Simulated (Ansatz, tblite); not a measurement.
Cost and result up the ladder for the cluster Pt₂H₂ (the lowest singlet isomer of a short search) (4 atoms). Total charge 0; singlet. Geometry: PBE0-D4/def2-TZVP.

Cartesian coordinates in Å:
```
Pt 0.7451 0.6543 0.8212
Pt -0.4391 -1.1784 -0.2762
H 0.2271 -0.8960 -1.5994
H -0.5331 1.4201 1.0545
```

Ansatz on 4 threads of Arm Neoverse V2 on a shared host; xTB runs through tblite on one thread. Times are rough, summed over both states, and most runs start from the orbitals of an earlier one. No level here is sound enough to serve as a yardstick. The other state is a doublet.

In the def2 sets Pt takes a core potential; there is no spin–orbit coupling. The xTB rows come from tblite. The structure comes from a short search, and lower isomers may exist.

Run but left out: HF/def2-TZVPP, MP2/def2-TZVPP, CCSD/def2-TZVPP, CCSD(T)/def2-TZVPP (singlet: restricted singlet, unstable towards broken spin symmetry).

Raw xTB energies of ions are shifted by several eV.

| level | functions | wall time |
| --- | --- | --- |
| GFN2-xTB | 20 | 0.003 s |
| GFN1-xTB | 22 | 0.004 s |
| PBE-D4/def2-TZVP | 92 | 3.6 s |
| r2SCAN-D4/def2-TZVP | 92 | 8.4 s |

**Question.** Estimate what each level gives for the vertical IE (eV).

**Answer.** 
```
              level  vertical IE (eV)
           GFN2-xTB             12.31
           GFN1-xTB             14.46
   PBE-D4/def2-TZVP              8.44
r2SCAN-D4/def2-TZVP              8.41
```
